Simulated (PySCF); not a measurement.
Species: C8H8O.
SMILES: `C=C1C=CC=C1C(C)=O`

Torsions of this conformer, `[CH2:1]=[C:2]1[CH:3]=[CH:4][CH:5]=[C:6]1[C:7]([CH3:8])=[O:9]`: C5–C6–C7–C8 0°.

The closed-shell ground state was solved at several levels (PySCF, density fitting, gas phase, non-relativistic). Geometry: GFN2-xTB, one conformer, isolated molecule.

| level | basis functions | total energy (Eh) | HOMO (eV) | LUMO (eV) | gap (eV) | dipole (D) |
| --- | --- | --- | --- | --- | --- | --- |
| PBE0/def2-SVPD | 247 | -384.1312 | -6.84 | -2.60 | 4.24 | 2.79 |
| PBE0/pcSseg-1 | 193 | -384.3452 | -6.83 | -2.56 | 4.27 | 2.66 |

Task: What might wB97X-D/def2-SVPD (247 basis functions) give for the same quantities?

Result: Total energy -384.4423 Eh, HOMO -8.60 eV, LUMO -0.89 eV, gap 7.71 eV, dipole 2.75 D.

Task: Over all these levels, which gives the widest orbital gap and which the narrowest?

Result: wB97X-D/def2-SVPD (range-separated hybrid) has the widest, 7.71 eV, and PBE0/def2-SVPD (global hybrid, 25 % exact exchange) the narrowest, 4.24 eV. The two share the basis. From the narrowest to the widest the HOMO moves by -1.76 eV and the LUMO by +1.71 eV.

Task: How far do the dipole and the HOMO energy spread over the levels?

Result: The dipole runs from 2.66 to 2.79 D (mean 2.73 D) and the HOMO from -8.60 to -6.83 eV.

Note: wB97X-D ran without an empirical dispersion term, which enters the total energy and its gradient alone.
